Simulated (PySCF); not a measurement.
Compound: C₅H₄F₃ (doublet state).
Geometry (GFN2-xTB, Å), atoms numbered from 1 in this order:
```
atom  x, y, z in Å
C1     2.893    0.254   -0.045
C2     1.583   -0.035   -0.191
C3     0.405   -0.321   -0.344
C4    -1.005   -0.613   -0.466
C5    -1.827    0.295    0.441
F6    -1.515    0.148    1.735
F7    -1.674    1.592    0.149
F8    -3.141    0.031    0.333
H9     3.216    1.273    0.064
H10    3.629   -0.528   -0.027
H11   -1.348   -0.447   -1.493
H12   -1.216   -1.649   -0.182
```

The hyperfine couplings belong to this conformer and change with its torsions.

As a line formula: `[CH2]C#CCC(F)(F)F` [radical].

Computed, not measured: PySCF, UKS B3LYP, pcH-1 on C F H, non-relativistic, mean-field spin-orbit, GIAO. Geometry: GFN2-xTB; no solvent, vibrations or thermal averaging. GFN2-xTB frequencies show an imaginary mode (29i cm⁻¹), so this geometry is no minimum at that level. A GFN2-xTB geometry isn't a minimum of the functional, and hyperfine couplings can be far from their values at a DFT geometry. No stability test was run, so a lower SCF solution isn't excluded.

Task: Where do the isotropic ENDOR lines of C2, C1, C3, C5, C4, F6/F7/F8, H9, H10 and H11/H12 fall at 341.8 mT, to first order?

Result: ν± = |νn ± a/2|, one line for each electron-spin manifold; νn = |g_N| × 7.62259 MHz/T × B.

| nuclei | isotope | g_N | νn (MHz) | a_iso (MHz) | lower line (MHz) | upper line (MHz) |
| --- | --- | --- | --- | --- | --- | --- |
| C2 | 13C | 1.4048 | 3.66 | -66.02 | 29.35 | 36.67 |
| C1 | 13C | 1.4048 | 3.66 | 63.26 | 27.97 | 35.29 |
| C3 | 13C | 1.4048 | 3.66 | 47.85 | 20.27 | 27.59 |
| C5 | 13C | 1.4048 | 3.66 | 24.39 | 8.53 | 15.85 |
| C4 | 13C | 1.4048 | 3.66 | -19.98 | 6.33 | 13.65 |
| F6/F7/F8 | 19F | 5.2577 | 13.70 | 0.91 | 13.24 | 14.15 |
| H9 | 1H | 5.5857 | 14.55 | -52.79 | 11.84 | 40.95 |
| H10 | 1H | 5.5857 | 14.55 | -52.78 | 11.83 | 40.94 |
| H11/H12 | 1H | 5.5857 | 14.55 | 44.82 | 7.86 | 36.96 |

The rows for 13C, of low natural abundance, apply to labelled samples.

Task: Which pairs are centred on the nuclear Larmor frequency, and which on half the coupling?

Result: Centred on νn, since |a| < 2νn: F6/F7/F8. Centred on |a|/2 and split by 2νn: C2, C1, C3, C5, C4, H9, H10 and H11/H12.

Nuclei that the bonding pattern makes equivalent are averaged, as if the motion that swaps them (rotation, inversion, ring flip) were fast. H9 and H10 aren't averaged: C1 is flat or nearly so (angle sum 360°), and its turn about the short C1–C2 bond (1.35 Å) is taken as slow. The 1H value of +44.8 MHz is a mean of couplings from 15.4 to 74.2 MHz in this one geometry, not an average over conformers.

The Mulliken spin populations are largest on C1 (+0.79), C3 (+0.54) and C2 (-0.26). The positive populations add up to 1.38 and the negative ones to -0.38, together 2S = 1. The angles at C1 add up to 360.0°, so it is planar; its axial dipolar tensor and the negative couplings of its protons fit spin in a p orbital normal to that plane.
